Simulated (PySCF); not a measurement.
Computed properties of Be(I)(NMe2) (C2H6BeIN), SMILES C[N](C)[Be][I]

Be(I)(NMe2) (C2H6BeIN), SMILES C[N](C)[Be][I]. Geometry optimised at PBE0-D3(BJ)/def2-SVP. The structure was generated by enumeration; whether it is a known compound was not checked. The def2 effective core potentials stand for the cores of I; spin–orbit coupling is left out. The values are those of a single conformer. All values are computed for the isolated molecule unless a solvent is named; none is compared with measurement here.

**Structure.** The optimised structure has C2v symmetry. All 27 harmonic modes at PBE0-D3(BJ)/def2-SVP (PySCF) are real, so it is a minimum. With heavy atoms numbered as in [Be:1]([I:2])[N:3]([CH3:4])[CH3:5], the shortest bond between them is N3–C4 at 1.443 Å and the longest Be1–I2 at 2.180 Å.

**Vibrations.** The strongest infrared lines (harmonic, unscaled, degenerate partners summed) lie at 1411 cm⁻¹ (274 km/mol, H 32 %, N 32 %, Be 22 %, C 14 %), 1142 cm⁻¹ (190 km/mol, H 50 %, Be 30 %, C 20 %), 2994 cm⁻¹ (124 km/mol, H 97 %). The softest mode is at 78 cm⁻¹ and the zero-point energy is 53.3 kcal/mol.

**Electronic structure.** ωB97X/def2-TZVP (PySCF) places the frontier levels at -8.82 and 1.38 eV, a gap of 10.20 eV, and gives a dipole moment of 1.96 D and a mean polarisability of 79.7 bohr³. PBE/def2-TZVP (PySCF) at the same geometry gives -5.27 and -0.98 eV, so its gap is 5.91 eV narrower. An orbital gap is neither the optical nor the fundamental gap.

**Excitations.** TDDFT-CAM-B3LYP/def2-SVPD (PySCF) has S1 at 5.01 eV (248 nm, f = 0.000, dark); the most intense of the 10 singlets computed lies at 6.12 eV (f = 0.19). T1 (TDA) is at 4.91 eV. TDDFT-PBE/def2-SVPD (PySCF) puts S1 at 4.22 eV. No vertical singlet excitation falls in the visible range (under 3.1 eV).
